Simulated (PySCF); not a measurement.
C5H11B.
Structure used (PBE0-D3(BJ)/def2-SVP), in Å, numbered top down from 1:
```
atom  x, y, z in Å
B1    -0.900    1.335    0.741
C2    -0.875    0.158   -0.280
C3    -2.172   -0.640   -0.402
C4     0.366   -0.749   -0.274
C5     1.662   -0.029   -0.468
C6     2.703   -0.063    0.364
H7    -1.946    1.905    0.963
H8     0.113    1.755    1.250
H9    -0.803    0.814   -1.190
H10   -3.050    0.019   -0.475
H11   -2.317   -1.284    0.480
H12   -2.164   -1.299   -1.286
H13    0.256   -1.495   -1.084
H14    0.398   -1.325    0.666
H15    1.742    0.567   -1.388
H16    3.627    0.480    0.150
H17    2.668   -0.637    1.296
```

Theory: TDDFT PBE0/def2-SVPD, vertical, gas phase, core orbitals frozen in the response in PySCF.

Question: What does the calculation give for the low-lying excited states?

Answer: 

| state | E (eV) | E (kJ/mol) | λ (nm) | f | main configurations (H = HOMO, L = LUMO) |
| --- | --- | --- | --- | --- | --- |
| S1 | 4.97 | 480 | 249.5 | 0.0065 | H→L (92%) |
| S2 | 5.63 | 543 | 220.1 | 0.0092 | H-1→L (88%) |
| S3 | 5.82 | 562 | 213.0 | 0.0014 | H-2→L (93%) |
| S4 | 7.08 | 683 | 175.2 | 0.021 | H-3→L (83%) |
| S5 | 7.11 | 686 | 174.3 | 0.060 | H→L+2 (59%), H→L+1 (17%), H→L+4 (9%) |
| S6 | 7.18 | 692 | 172.8 | 0.011 | H-4→L (92%) |

The lowest singlet comes at 249 nm (480 kJ/mol) in the ultraviolet; it is weak; its leading configuration is HOMO→LUMO (92%). The most intense listed level is S5 at 7.11 eV (174 nm, f = 0.060), 2.14 eV above S1. Löwdin shares by element: HOMO carbon 82% or more (atoms not listed hold the other 18%); LUMO boron 51%, hydrogen 20% or more, carbon 13% or more (atoms not listed hold the other 16%). The oscillator strengths of these states sum to 0.109; summed over the whole spectrum of an exact calculation they would give the number of electrons, 46 (Thomas–Reiche–Kuhn). Weighted by f, the mean energy of these states is 6.84 eV. Orbital energies (eV): HOMO-3 -9.52, HOMO-2 -8.96, HOMO-1 -8.51, HOMO -7.36, LUMO -1.28, LUMO+1 0.30, LUMO+2 0.80. Singlets were solved by full linear response.

One conformer stands for the species.
